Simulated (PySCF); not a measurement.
Ge(H)3(SMe) (CH6GeS), SMILES C[S][GeH3]. Atoms are numbered in the order given.

```xyz
9

Ge     0.1023     0.9918     0.0000
S     -0.7583    -1.0634     0.0000
C      0.7909    -2.0482     0.0000
H     -1.0949     1.9519     0.0000
H      0.9726     1.2085    -1.2537
H      0.9726     1.2085     1.2537
H      1.3895    -1.8504     0.9009
H      0.4836    -3.1029     0.0000
H      1.3895    -1.8504    -0.9009
```
Charge 0, spin multiplicity 1.

The structure is a stationary point at TPSSh-D3(BJ)/def2-SVP.

Calculation: B3LYP/pcSseg-1 in PySCF.

GIAO shieldings, no solvent; atoms alike by connectivity are averaged. δ = σ(ref) − σ: ⁷³Ge against GeH4 (σ = 1631.8 ppm); ³³S against H2S (σ = 695.8 ppm); ¹³C against TMS (σ = 181.3 ppm); ¹H against TMS (σ = 31.68 ppm), references at their B3LYP-D3(BJ)/def2-TZVP geometries, non-relativistic.

```
atoms       nucleus  count  δ (ppm)
----------  -------  -----  -------
Ge1            ⁷³Ge      1    186.4
S2              ³³S      1     30.4
C3              ¹³C      1        ?
H4, H5, H6       ¹H      3        ?
H7, H8, H9       ¹H      3     2.30
```

What belongs in the gaps? (An estimate is asked for; the answer gives what the named calculation found.)


- H4, H5, H6, δ (ppm): 4.84
- C3, δ (ppm): 20.4
